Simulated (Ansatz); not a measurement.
The cluster Rb2F⁻. Total charge -1; singlet. Geometry r2SCAN-D4/def2-TZVP, that of the neutral doublet.

```xyz
3

Rb   -0.031    1.908   -1.120
Rb   -0.314   -1.429    1.660
F     0.345   -0.479   -0.541
```

In the def2 sets Rb takes a core potential; there is no spin–orbit coupling. The restricted singlet is unstable towards broken spin symmetry in Hartree–Fock (as tested in another run); at PBE-D4/def2-TZVPD, r2SCAN-D4/def2-TZVPD, PBE0-D4/def2-TZVPD this wasn't settled. At PBE-D4/def2-TZVPD, r2SCAN-D4/def2-TZVPD, PBE0-D4/def2-TZVPD the highest occupied level of the charge -1 singlet lies above zero (up to 0.60 eV). By energy differences its removal costs 0.51 eV (vertical, to the charge 0 doublet, at PBE-D4/def2-TZVPD); a positive level beside a positive removal energy at the same level points to self-interaction error. The order of the spin states hangs on the level: the triplet lies 0.06 eV below the singlet at PBE0-D4/def2-TZVPD, but 0.06 eV above it at PBE-D4/def2-TZVPD. The singlet is doubtful at PBE0-D4/def2-TZVPD (restricted singlet with a triplet 0.06 eV lower at the same geometry). The structure comes from a short search, and lower isomers may exist.

(1) Estimate the orbital energies around the gap (eV) in Ansatz with PBE-D4/def2-TZVPD, r2SCAN-D4/def2-TZVPD, PBE0-D4/def2-TZVPD.

Answers

(1) 
```csv
orbital,PBE-D4/def2-TZVPD,r2SCAN-D4/def2-TZVPD,PBE0-D4/def2-TZVPD
HOMO−5,-12.04,-12.77,-13.91
HOMO−4,-11.88,-12.61,-13.72
HOMO−3,-2.93,-3.41,-4.85
HOMO−2,-2.89,-3.39,-4.80
HOMO−1,-2.89,-3.39,-4.79
HOMO,0.60,0.58,0.33
LUMO,0.88,0.88,1.09
LUMO+1,1.45,1.44,1.66
LUMO+2,1.46,1.46,1.67
LUMO+3,1.56,1.69,1.75
LUMO+4,1.60,1.76,1.79
LUMO+5,1.69,1.80,1.88
```
